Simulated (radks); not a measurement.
Charge is removed step by step from the 5d up level of the hafnium ion Hf+, starting from [Xe] 4f14 5d(up 1, down 0) 6s2. All-electron calculation, scalar-relativistic Kohn-Sham, r2SCAN, spin-polarised, spherical densities, finite nucleus; meta-GGA in the generalised Kohn-Sham scheme; Fermi nuclear charge, rms radius 5.347 fm. Program: a radial shooting solver on a logarithmic mesh with Libxc functionals.

| removed (e) | E - E(0) (eV) | eigenvalue (eV) | E minus straight line (eV) |
|---|---|---|---|
| 0 | 0.000 | -10.995 | 0.000 |
| 0.1 | 1.143 | -11.870 | -0.412 |
| 0.2 | 2.374 | -12.758 | -0.737 |
| 0.3 | 3.695 | -13.660 | -0.971 |
| 0.4 | 5.106 | -14.575 | -1.115 |
| 0.5 | 6.610 | -15.503 | -1.167 |
| 0.6 | 8.207 | -16.444 | -1.125 |
| 0.7 | 9.899 | -17.397 | -0.989 |
| 0.8 | 11.686 | -18.362 | -0.757 |
| 0.9 | 13.571 | -19.340 | -0.428 |
| 1 | 15.554 | -20.329 | 0.000 |

Removing the whole electron costs 15.554 eV by Delta-SCF, against 10.995 eV from minus the eigenvalue at the starting occupation. Slater's transition state (half an electron removed) gives 15.503 eV. Integrating minus the eigenvalue over the occupation (Janak's theorem) gives 15.556 eV. In this scalar-relativistic scheme the density is built from large components alone, so the theorem holds only approximately. The mean slope of the eigenvalue, de/dn, is 9.33 eV per electron.
